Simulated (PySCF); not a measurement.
Si(F)(Br)(OH)2, SMILES O[Si](O)(F)Br (H2BrFO2Si), CAM-B3LYP/def2-SVP optimised geometry.

```
7

O     -1.32     0.85     0.00
Si    -0.80    -0.68     0.00
O      0.84    -0.68     0.00
F     -1.32    -1.47    -1.30
Br    -1.66    -1.73     1.73
H     -0.76     1.52    -0.43
H      1.32    -1.52    -0.06
```

Density from CAM-B3LYP/def2-TZVP run with PySCF at that geometry.

Minimum of the electron density along straight lines between bonded atoms, close to the bond critical point (lines longer than 1.1 times the sum of covalent radii, or with two minima, are not listed):

```json
[
 {"bond": "O1–Si2", "length / Å": "1.626", "ρ at the minimum / e bohr⁻³": "0.149", "∇²ρ there / e bohr⁻⁵": "0.86", "position (fraction from the first atom)": "0.59"},
 {"bond": "Si2–O3", "length / Å": "1.633", "ρ at the minimum / e bohr⁻³": "0.145", "∇²ρ there / e bohr⁻⁵": "0.83", "position (fraction from the first atom)": "0.41"},
 {"bond": "Si2–F4", "length / Å": "1.609", "ρ at the minimum / e bohr⁻³": "0.138", "∇²ρ there / e bohr⁻⁵": "0.92", "position (fraction from the first atom)": "0.42"},
 {"bond": "Si2–Br5", "length / Å": "2.194", "ρ at the minimum / e bohr⁻³": "0.098", "∇²ρ there / e bohr⁻⁵": "0.06", "position (fraction from the first atom)": "0.35"},
 {"bond": "O1–H6", "length / Å": "0.964", "ρ at the minimum / e bohr⁻³": "0.348", "∇²ρ there / e bohr⁻⁵": "-2.39", "position (fraction from the first atom)": "0.81"},
 {"bond": "O3–H7", "length / Å": "0.963", "ρ at the minimum / e bohr⁻³": "0.349", "∇²ρ there / e bohr⁻⁵": "-2.40", "position (fraction from the first atom)": "0.81"}
]
```
